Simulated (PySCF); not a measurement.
Gas-phase reaction: 2 SnBr4 + 2 SnCl3 → 4 SnBr2 + 3 Cl2

Method: PySCF energies plus ideal-gas RRHO corrections (1 bar). † marks an energy on the PBE0/def2-TZVP geometry and frequencies. MP2 freezes the core. Open shells (unrestricted): SnCl3 (multiplicity 2); the rest are closed-shell singlets. Sn: scalar-relativistic def2 core potential, no spin-orbit coupling. Br: all electrons, no relativistic terms. SnCl3: computed as isolated molecules; such fragments, hydroxides, amides, oligomers or adducts are transient or little studied in the gas. MP2 isn't extrapolated to the basis-set limit; its ΔH°(298 K) is 841.7 kJ in def2-SVP and 739.1 kJ in def2-TZVPP. The harmonic model lacks anharmonicity and excited electronic states, which grow with temperature; levels with a mode under 35 cm⁻¹ are left out. Soft modes under 120 cm⁻¹ make the harmonic entropy rough for SnBr4, SnCl3, SnBr2.

ΔH° and ΔS° at 298 K: M06-2X/def2-TZVP† 778 kJ, 453 J/K; MP2/def2-TZVPP† 739 kJ, 453 J/K; PBE/def2-TZVP† 598 kJ, 453 J/K.

Question: With the heat capacities included, give log10 K (1 bar) at 600, 800, 1400, 1600, 2000 K from M06-2X/def2-TZVP†, MP2/def2-TZVPP†, PBE/def2-TZVP†.

Answer: 
| T (K) | M06-2X/def2-TZVP† | MP2/def2-TZVPP† | PBE/def2-TZVP† |
|---|---|---|---|
| 600 | -44.5 | -41.1 | -28.8 |
| 800 | -27.9 | -25.3 | -16.1 |
| 1400 | -6.9 | -5.4 | -0.1 |
| 1600 | -3.4 | -2.2 | 2.5 |
| 2000 | 1.3 | 2.3 | 6.0 |
